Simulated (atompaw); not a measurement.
## Which change was made? (Rh, PAW (atompaw))

- Element: rhodium (Rh)
- Generator: atompaw 4.2.0.5
- Type: PAW
- Functional: PBE
- Relativity: scalar-relativistic
- Frozen core: [Ar] 3d10 4s2
- Valence charge: 15
- Reference configuration: 4p6 4d7 5s0 5p0 (charge +2)
- Partial waves: 5s (bound, empty): rc 2.50 bohr; 5s channel at -0.4 Ry: rc 2.50 bohr; 4p (bound): rc 1.20 bohr; 5p (bound, empty): rc 1.90 bohr; 4d (bound): rc 2.50 bohr; 4d channel at 0.45 Ry: rc 1.50 bohr
- Local potential: bessel scheme, radius 2.25 bohr
- Core correction: smooth core density matched at 2.40 bohr
- Augmentation charge: sinc compensation charge, radius 2.45 bohr; PAW radius 2.50 bohr; waves and projectors: custom polynom gramschmidtortho

Cutoffs, loose and tight: the cutoffs (Ry, on a coarse ladder) from which the occupation-weighted sum of valence levels, in a spherical-Bessel basis at the reference potential, stays within 10 and 1 mRy of its value at 400 Ry. They see the waves, projectors and local potential, not the compensation charge or the core.

The base gives: outcome: generated; cutoff, loose: 40 Ry; cutoff, tight: 70 Ry; bound ghosts: none.

Problem. After one change the result is: outcome: generated; cutoff, loose: 80 Ry; cutoff, tight: 160 Ry; bound ghosts: s. Which change was it?
A. all radii scaled by about 0.96 (s 2.40, p 1.16, d 2.40 bohr); local potential bessel scheme, radius 2.16 bohr; augmentation sinc compensation charge, radius 2.36 bohr; PAW radius 2.40 bohr; waves and projectors: custom polynom gramschmidtortho; core correction smooth core density matched at 2.30 bohr
B. all radii scaled by about 0.74 (s 1.84, p 0.88, d 1.84 bohr); local potential bessel scheme, radius 1.66 bohr; augmentation sinc compensation charge, radius 1.80 bohr; PAW radius 1.84 bohr; waves and projectors: custom polynom gramschmidtortho; core correction smooth core density matched at 1.76 bohr
C. all radii scaled by about 0.83 (s 2.08, p 1.00, d 2.08 bohr); local potential bessel scheme, radius 1.88 bohr; augmentation sinc compensation charge, radius 2.04 bohr; PAW radius 2.08 bohr; waves and projectors: custom polynom gramschmidtortho; core correction smooth core density matched at 2.00 bohr

Solution. C. The others give: all radii scaled by about 0.74 (s 1.84, p 0.88, d 1.84 bohr); local potential bessel scheme, radius 1.66 bohr; augmentation sinc compensation charge, radius 1.80 bohr; PAW radius 1.84 bohr; waves and projectors: custom polynom gramschmidtortho; core correction smooth core density matched at 1.76 bohr → outcome: generated; cutoff, loose: 160 Ry; cutoff, tight: 230 Ry; bound ghosts: s | all radii scaled by about 0.96 (s 2.40, p 1.16, d 2.40 bohr); local potential bessel scheme, radius 2.16 bohr; augmentation sinc compensation charge, radius 2.36 bohr; PAW radius 2.40 bohr; waves and projectors: custom polynom gramschmidtortho; core correction smooth core density matched at 2.30 bohr → outcome: generated; cutoff, loose: 55 Ry; cutoff, tight: 80 Ry; bound ghosts: s.
